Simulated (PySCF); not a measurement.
**Dipole response of Cr²⁺ (chromium, charge +2)**

[Ar] 3d4, high-spin 5D determinant. All numbers are calculated (PySCF 2.14, no relativity, point nucleus, in aug-cc-pVDZ (7s6p4d2f, 59 functions)). Coupled (time-dependent) response in atomic units; α is the mean over directions. A double-zeta set is small for polarisabilities.

| method | mean α (bohr³) | α xx, yy, zz | C₆ (like pair) | S(−4) |
| --- | --- | --- | --- | --- |
| wB97X | 4.013 | 3.735, 3.735, 4.570 | 11.38 | 10.45 |
| M06-2X | 3.743 | 3.488, 3.488, 4.252 | 10.64 | 8.172 |

S(−4) is the Cauchy moment in α(ω) = α(0) + S(−4) ω² + …

α(iu) at M06-2X:

| u (hartree) | α(iu) (bohr³) |
| --- | --- |
| 0 | 3.743 |
| 0.0500 | 3.723 |
| 0.100 | 3.664 |
| 0.200 | 3.462 |
| 0.300 | 3.203 |
| 0.500 | 2.695 |
| 0.750 | 2.199 |
| 1.00 | 1.834 |
| 1.50 | 1.336 |
| 2.00 | 1.013 |
| 3.00 | 0.6283 |
| 5.00 | 0.2951 |

A single London oscillator, α(iu) = α/(1 + u²/ω²), gives C₆ = (3/4) ω α². Matching the computed C₆ needs ω = 4 × 10.64 / (3 × 3.743²) = 1.01 hartree.

For an ion, C₆ is the dispersion term alone; charge-induced terms of lower order in 1/R come first.

The components differ because the open shell of this determinant is not spherical; for a pure term their mean is the scalar polarisability.
